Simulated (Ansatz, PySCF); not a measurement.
Process, species as SMILES: NB(Br)Br + 2 B (BH3) → 2 BBr (BH2Br) + BN (BNH4)
Each molecule is optimised on its own at B3LYP-D3(BJ)/def2-TZVP (Ansatz, a program for electronic structure), one conformer each, not searched for the lowest. Frequencies are from Ansatz or PySCF.
Geometry of the first species:
SMILES: NB(Br)Br
```xyz
6

N     -1.9513    -0.5470     0.0808
B     -0.6219    -0.1743     0.0257
Br     0.6858    -1.3636    -0.7605
Br    -0.0655     1.5375     0.7348
H     -2.2804    -1.4285    -0.2770
H     -2.6616     0.0432     0.4816
```

Quantity: bond separation energy (enthalpy at 298 K, with B3LYP-D3(BJ) rigid-rotor harmonic-oscillator terms), in kcal/mol. Valence correlation only, unless marked. No spin-orbit coupling. Frozen are the shells of the preceding noble gas and the d and f shells that filled before the atom's block. No relativistic terms. CBS(X,Y): correlation extrapolated as X^-3; Hartree-Fock from the larger set.

```json
[
 {"level": "HF/aug-cc-pVDZ", "program": "Ansatz", "bond separation energy (kcal/mol)": "-6.4", "minus last row": "1.2"},
 {"level": "HF/aug-cc-pVTZ", "program": "Ansatz", "bond separation energy (kcal/mol)": "-6.6", "minus last row": "1.0"},
 {"level": "B3LYP-D3(BJ)/def2-TZVPD", "program": "Ansatz + dftd3", "bond separation energy (kcal/mol)": "-8.5", "minus last row": "-0.9"},
 {"level": "B3LYP/def2-TZVPD", "program": "Ansatz", "bond separation energy (kcal/mol)": "-10.3", "minus last row": "-2.7"},
 {"level": "PBE0/def2-TZVPD", "program": "Ansatz", "bond separation energy (kcal/mol)": "-9.7", "minus last row": "-2.1"},
 {"level": "CAM-B3LYP/def2-TZVPD", "program": "Ansatz", "bond separation energy (kcal/mol)": "-9.4", "minus last row": "-1.8"},
 {"level": "LC-wPBE-D3(BJ)/def2-TZVPD", "program": "Ansatz + dftd3", "bond separation energy (kcal/mol)": "-6.9", "minus last row": "0.7"},
 {"level": "wB97M-V/def2-TZVPD", "program": "Ansatz", "bond separation energy (kcal/mol)": "-7.6", "minus last row": "0.0"},
 {"level": "B2PLYP-D4/def2-TZVPD", "program": "Ansatz + dftd4", "bond separation energy (kcal/mol)": "-7.9", "minus last row": "-0.3"},
 {"level": "B2PLYP/def2-TZVPD", "program": "Ansatz", "bond separation energy (kcal/mol)": "-8.8", "minus last row": "-1.2"},
 {"level": "RPA@PBE/cc-pVQZ", "program": "Ansatz", "bond separation energy (kcal/mol)": "-8.5", "minus last row": "-0.9"},
 {"level": "MP2/aug-cc-pVDZ", "program": "Ansatz", "bond separation energy (kcal/mol)": "-5.6", "minus last row": "2.0"},
 {"level": "MP2/cc-pVDZ", "program": "Ansatz", "bond separation energy (kcal/mol)": "-7.1", "minus last row": "0.5"},
 {"level": "MP2/aug-cc-pVTZ", "program": "Ansatz", "bond separation energy (kcal/mol)": "-6.0", "minus last row": "1.6"},
 {"level": "MP2/cc-pVQZ", "program": "Ansatz", "bond separation energy (kcal/mol)": "-6.4", "minus last row": "1.2"},
 {"level": "RI-MP2/cc-pVTZ", "program": "Ansatz", "bond separation energy (kcal/mol)": "-6.6", "minus last row": "1.0"},
 {"level": "RI-MP2/cc-pVQZ", "program": "Ansatz", "bond separation energy (kcal/mol)": "-6.4", "minus last row": "1.2"},
 {"level": "SCS-MP2/cc-pVDZ", "program": "Ansatz", "bond separation energy (kcal/mol)": "-7.1", "minus last row": "0.5"},
 {"level": "SCS-MP2/aug-cc-pVTZ", "program": "Ansatz", "bond separation energy (kcal/mol)": "-6.2", "minus last row": "1.4"},
 {"level": "CCSD/aug-cc-pVDZ", "program": "Ansatz", "bond separation energy (kcal/mol)": "-7.1", "minus last row": "0.5"},
 {"level": "CCSD(T)/CBS(cc-pVTZ,cc-pVQZ)", "program": "Ansatz", "bond separation energy (kcal/mol)": "-7.6", "minus last row": "0.0"}
]
```
